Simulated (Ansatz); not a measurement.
`[NH2][Ge][Cl]` + NH₃ → `[NH2][Ge][NH2]` + HCl at 500 K and 1 bar (ligand exchange at a Ge–Cl bond).

Gas-phase electronic energies from Ansatz, PBE0-D4/def2-TZVP geometries. CCSD(T)/CBS adds triple-zeta CCSD(T) − MP2 to the extrapolated MP2 energy (def2 sets, frozen cores). This one scheme is used for every species. For Ge outer-core shells are correlated without core-valence functions, which leaves a few kJ/mol of doubt a bond. Scalar relativity is left out up to krypton. One conformer a species, not always the lowest.

```
         species  CCSD(T)/CBS energy (Eh)  H − E (kJ/mol)  S (J/(mol·K))
 `[NH2][Ge][Cl]`              -2591.85675            99.0          333.5
             NH₃                -56.50880           108.2          211.8
`[NH2][Ge][NH2]`              -2187.95575           167.6          340.5
             HCl               -460.38127            32.5          201.9
```

H − E and S are ideal-gas, rigid-rotor, harmonic terms from PBE0-D4/def2-TZVP, for one conformer and one mirror image of each species. 1 Eh = 2625.50 kJ/mol, R = 8.31446 J/(mol·K).

Task: By hand: ΔE, ΔH, ΔS and ΔG.

Result: ΔE = (-2187.95575) + (-460.38127) − (-2591.85675) − (-56.50880) = 0.02853 Eh = 74.9 kJ/mol. Δ(H − E) = 167.6 + 32.5 − 99.0 − 108.2 = -7.1, so ΔH = 67.8 kJ/mol. ΔS = 340.5 + 201.9 − 333.5 − 211.8 = -2.9 J/(mol·K). ΔG = 67.8 − 500 × (-2.9)/1000 = 69.2 kJ/mol.

Task: By hand: the equilibrium constant, and the temperature at which ΔG would vanish if ΔH and ΔS stayed fixed.

Result: log₁₀ K = −ΔG/(RT ln 10) = -7.2. ΔH and −TΔS have one sign here, so there is no such temperature.

The number of gas molecules stays the same, so ΔS is small and ΔH decides. A doubt of 5 kJ/mol in ΔE shifts log₁₀ K by 0.5 here. Other conformers and mirror images would add mixing entropy, several J/(mol·K) or more a flexible species. These are equilibria of isolated gas molecules and say nothing of rates. Largest T1 diagnostic: 0.013 (customary marks: 0.02 for closed shells, 0.045 for open ones).

ΔS is within the doubt of such terms, so its sign, and with it that verdict, could turn.
